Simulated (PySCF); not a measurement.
# Shapes and spin states of Cd3

These are results of PySCF, PBE0, basis Cd def2-TZVP with ECP28 (scalar-relativistic core potentials, no spin–orbit coupling, density fitting), not measurements.

Relaxations began from a few typed shapes and spin states; open shells are unrestricted. The search is not exhaustive: other isomers or separated fragments can lie lower, and high-lying points may rest on an excited occupation.

(1) Order these stationary points by electronic energy, lowest first, in kJ/mol from the lowest minimum.
A. singlet D∞h: Cd–Cd 3.523 Å (×2); Cd–Cd–Cd 180.0°
B. singlet D3h: Cd–Cd 3.385 Å (×3); Cd–Cd–Cd 60.0° (×3)
C. triplet D∞h: Cd–Cd 2.753 Å (×2); Cd–Cd–Cd 180.0°

(2) Which of them are minima?

Results:

(1) B (0.0), A (8.7), C (202.5).

(2) By energy in kJ/mol, 0.0: minimum; 8.7: not settled, its softest mode being under 30 cm⁻¹; 202.5: not settled, its softest mode being under 30 cm⁻¹.

For the lowest minimum: stability towards spin polarisation was not tested.

The electron or spin density has lower symmetry than the nuclear frame for the triplet D∞h at 202.5 kJ/mol.
